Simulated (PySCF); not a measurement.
Species: C9H9 (doublet state).
SMILES with atom numbers: `[CH:1]#[C:2]/[CH:3]=[C:4]/[C@@H:5]([C:6]#[CH:7])[CH2:8][CH3:9]` (hydrogens: H10 on C1; H11 on C3; H12 on C5; H13 on C7; H14, H15 on C8; H16, H17, H18 on C9)

Geometry (GFN2-xTB, Å), atoms numbered from 1 in this order:
```xyz
18
C9H9 angstrom
C      4.551   -0.330   -0.209
C      3.418    0.043   -0.346
C      2.093    0.503   -0.531
C      1.058    0.036    0.112
C     -0.393    0.188    0.233
C     -0.815    1.347   -0.545
C     -1.092    2.295   -1.223
C     -1.123   -1.085   -0.240
C     -2.617   -1.008    0.041
H      5.536   -0.665   -0.081
H      2.007    1.308   -1.273
H     -0.646    0.369    1.288
H     -1.370    3.127   -1.800
H     -0.952   -1.211   -1.311
H     -0.689   -1.945    0.276
H     -2.804   -0.927    1.111
H     -3.051   -0.139   -0.450
H     -3.118   -1.900   -0.327
```

The hyperfine couplings belong to this conformer and change with its torsions.

The calculation used PySCF 2.14.0, UKS B3LYP, pcH-1 on C H, non-relativistic, mean-field spin-orbit, GIAO. Isolated species at its GFN2-xTB geometry (one conformer only). A GFN2-xTB geometry isn't a minimum of the functional, and hyperfine couplings can be far from their values at a DFT geometry. No stability test was run, so a lower SCF solution isn't excluded.

(1) Give the principal g shifts and their parts.

(2) Average each term over the three axes. Which is largest in size?

(3) At 9.545 GHz, how far is the centre of the isotropic spectrum from where a free electron (g = 2.002319) resonates?

(4) What are the electron Larmor frequencies g μB B/h along the three axes at 1200 mT?

(5) In a frozen sample, at which fields do the three g values resonate at 9.5, 34, 94 and 263 GHz (hyperfine left aside), and which band first spreads them over more than twice a line width of 1.0 mT?

Answers

(1) 
| Δg (ppm) | 1 | 2 | 3 |
| --- | --- | --- | --- |
| relativistic mass correction | -158 | -158 | -158 |
| gauge correction | 30 | 11 | 12 |
| orbital Zeeman/spin–orbit | -536 | -44 | 591 |
| total | -665 | -191 | 444 |

So g = 2.00165, 2.00213, 2.00276 and g_iso = 2.00218; the tensor is rhombic: the two nearest values differ by 43 % of g3 − g1. Axes: g1 points within 8° of the C4–C5 bond and g2 points within 3° of the C3–H11 bond.

(2) The mass correction -158, the gauge correction 18 and the orbital-Zeeman/spin–orbit term 3 ppm, for a total of -137 ppm. The mass correction is the largest in size. The mass correction is the same along every axis, so the anisotropy comes from the other two: their spans along these axes are 18 (gauge) and 1127 ppm (orbital Zeeman/spin–orbit).

(3) B = hν/(g μB) with μB/h = 13.99624 MHz/mT gives 340.59 mT for the free electron and 340.61 mT at g_iso, 0.02 mT higher.

(4) 33.6188, 33.6267, 33.6374 GHz for g1, g2 and g3, a range of 18.6 MHz.

(5) 
| band | GHz | B(g3) mT | B(g2) mT | B(g1) mT | spread mT |
| --- | --- | --- | --- | --- | --- |
| X | 9.5 | 338.91 | 339.02 | 339.10 | 0.19 |
| Q | 34.0 | 1212.94 | 1213.32 | 1213.61 | 0.67 |
| W | 94.0 | 3353.41 | 3354.47 | 3355.27 | 1.86 |
| J | 263.0 | 9382.41 | 9385.39 | 9387.61 | 5.20 |

The spread grows in proportion to the frequency. J band is the first where it exceeds 2.0 mT.

Largest spin populations (Mulliken): C4 (+1.02), C3 (-0.15) and H11 (+0.09). C4 is the only atom above +0.15.

The HOMO–LUMO gaps are 5.65 eV among the α and 4.21 eV among the β orbitals.
